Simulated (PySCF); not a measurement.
**ECD: `C[C@@H]1C[C@@H](O)[C@@H]1CO`, C6H12O2**

Molfile (atoms numbered from 1):
```
C6H12O2
     RDKit          3D

 20 20  0  0  0  0  0  0  0  0999 V2000
   -1.4490   -1.5107    0.0743 C   0  0  0  0  0  0  0  0  0  0  0  0
   -0.7762   -0.3496    0.7857 C   0  0  2  0  0  0  0  0  0  0  0  0
   -1.2918    1.0324    0.3372 C   0  0  0  0  0  0  0  0  0  0  0  0
    0.0440    1.2904   -0.3887 C   0  0  1  0  0  0  0  0  0  0  0  0
    0.6801    2.5155   -0.1759 O   0  0  0  0  0  0  0  0  0  0  0  0
    0.6422    0.0376    0.2950 C   0  0  2  0  0  0  0  0  0  0  0  0
    1.4267   -0.9219   -0.5919 C   0  0  0  0  0  0  0  0  0  0  0  0
    2.5100   -0.2925   -1.2326 O   0  0  0  0  0  0  0  0  0  0  0  0
   -1.4685   -1.3487   -0.9998 H   0  0  0  0  0  0  0  0  0  0  0  0
   -2.4754   -1.6051    0.4233 H   0  0  0  0  0  0  0  0  0  0  0  0
   -0.9302   -2.4440    0.2799 H   0  0  0  0  0  0  0  0  0  0  0  0
   -0.8269   -0.5190    1.8640 H   0  0  0  0  0  0  0  0  0  0  0  0
   -1.4523    1.7255    1.1621 H   0  0  0  0  0  0  0  0  0  0  0  0
   -2.1792    1.0221   -0.2907 H   0  0  0  0  0  0  0  0  0  0  0  0
   -0.0185    1.1816   -1.4722 H   0  0  0  0  0  0  0  0  0  0  0  0
    0.7225    2.6849    0.7728 H   0  0  0  0  0  0  0  0  0  0  0  0
    1.2784    0.3336    1.1371 H   0  0  0  0  0  0  0  0  0  0  0  0
    1.7803   -1.7736    0.0117 H   0  0  0  0  0  0  0  0  0  0  0  0
    0.8028   -1.3074   -1.3997 H   0  0  0  0  0  0  0  0  0  0  0  0
    2.9759    0.2595   -0.5948 H   0  0  0  0  0  0  0  0  0  0  0  0
  1  2  1  0
  2  3  1  0
  3  4  1  0
  4  5  1  0
  4  6  1  0
  6  7  1  0
  7  8  1  0
  6  2  1  0
  1  9  1  0
  1 10  1  0
  1 11  1  0
  2 12  1  1
  3 13  1  0
  3 14  1  0
  4 15  1  6
  5 16  1  0
  6 17  1  1
  7 18  1  0
  7 19  1  0
  8 20  1  0
M  END
```

Method used: PySCF, TDDFT B3LYP/def2-SVPD circular dichroism and optical rotation, one conformer, gas phase. Geometry: GFN2-xTB.

The molecule is flexible and this is one conformer; a measurement averages over conformers. States above about 7.2 eV (minus the energy of the highest occupied orbital) lie near or above the ionisation threshold and depend on the basis.

Question: Assign R or S to each stereocentre.

Answer: C2 R, C4 R, C6 S.

Question: Which excitations and rotatory strengths does the calculation give?

Answer: Rotatory strengths R in 10⁻⁴⁰ esu² cm², velocity form and length form (origin at the centre of mass); f in length form.
```csv
state,E (eV),λ (nm),f,R (velocity),R (length),main
1,6.29,197,0.013,+6.8,+6.3,HOMO→LUMO 0.93
2,6.72,185,0.003,-2.2,-2.4,"HOMO→LUMO+2 0.64, HOMO−1→LUMO 0.22"
3,6.85,181,0.006,-8.6,-8.3,"HOMO→LUMO+1 0.79, HOMO→LUMO+2 0.09"
4,7.09,175,0.003,+5.1,+5.3,"HOMO→LUMO+3 0.61, HOMO−1→LUMO 0.20"
5,7.15,173,0.012,-17.7,-17.6,"HOMO−1→LUMO 0.51, HOMO→LUMO+3 0.28"
6,7.30,170,0.002,+3.6,+3.0,HOMO−2→LUMO 0.94
7,7.52,165,0.009,+2.7,+2.8,"HOMO−1→LUMO+2 0.74, HOMO−1→LUMO+1 0.11"
8,7.54,165,0.004,-11.0,-10.7,"HOMO−1→LUMO+1 0.73, HOMO−1→LUMO+2 0.14"
9,7.72,161,0.011,+9.6,+9.2,HOMO−2→LUMO+1 0.87
10,7.82,159,0.002,+9.3,+8.7,"HOMO−1→LUMO+3 0.63, HOMO−2→LUMO+2 0.20"
11,7.84,158,0.005,-10.9,-10.6,"HOMO−2→LUMO+2 0.52, HOMO−1→LUMO+3 0.25"
12,7.89,157,0.022,+1.2,+1.0,"HOMO→LUMO+4 0.76, HOMO−1→LUMO+1 0.10"
```

Among the states computed, the strongest CD band (largest |R|) is state 5. The largest dissymmetry factor in size, g = 4R/(D+G), with D and G the electric and magnetic dipole strengths, is +0.057 for state 10 (velocity form, f = 0.002), among bands with |R| over 0.5. The mirror image has the same energies and oscillator strengths and all R with the opposite sign.
